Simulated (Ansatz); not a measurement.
This geometry of CH₅BrOSi (9 atoms, charge 0, multiplicity 1) is a first-order saddle point.

The calculation used RKS PBE0/def2-mTZVP (Ansatz 0.2.0).

```xyz
9
Properties=species:S:1:pos:R:3
O 0.250 1.627 -0.099
C -0.420 0.442 -0.316
Si 0.476 -0.985 0.605
Br -0.549 0.014 -2.277
H -0.267 2.358 -0.463
H -1.475 0.505 -0.043
H 0.912 -2.047 -0.331
H -0.481 -1.554 1.592
H 1.643 -0.406 1.317
```

**Question.** Which two structures does it join? (They come from a converged band through this point; their orientation in space is the band's.)

**Answer.** No bond is made or broken. The dihedral Br4–C2–Si3–H7 goes from 62 to -59°. The two ends are copies of one structure, up to a mirror image or an exchange of like atoms.

Image 0:

```xyz
9
Properties=species:S:1:pos:R:3
O 0.482 1.498 -0.511
C -0.416 0.499 -0.214
Si 0.482 -0.966 0.607
Br -1.301 -0.227 -1.873
H 0.009 2.272 -0.846
H -1.276 0.854 0.357
H 1.513 -1.481 -0.324
H -0.522 -2.010 0.925
H 1.118 -0.484 1.862
```

Image 8:

```xyz
9
Properties=species:S:1:pos:R:3
O -0.057 1.641 0.160
C -0.408 0.417 -0.359
Si 0.454 -0.978 0.610
Br 0.173 0.226 -2.279
H -0.564 2.338 -0.278
H -1.488 0.281 -0.441
H 0.036 -2.277 0.029
H 0.022 -0.901 2.032
H 1.921 -0.793 0.510
```

**Question.** How far does it lie above each of them?

**Answer.** 0.102 eV above the first and 0.102 eV above the second. This is the barrier of this one path; another mechanism may lie lower.

Time of the run: 3.2 min on 2 threads of Arm Neoverse V2, on a shared host, peak memory 0.29 GiB.
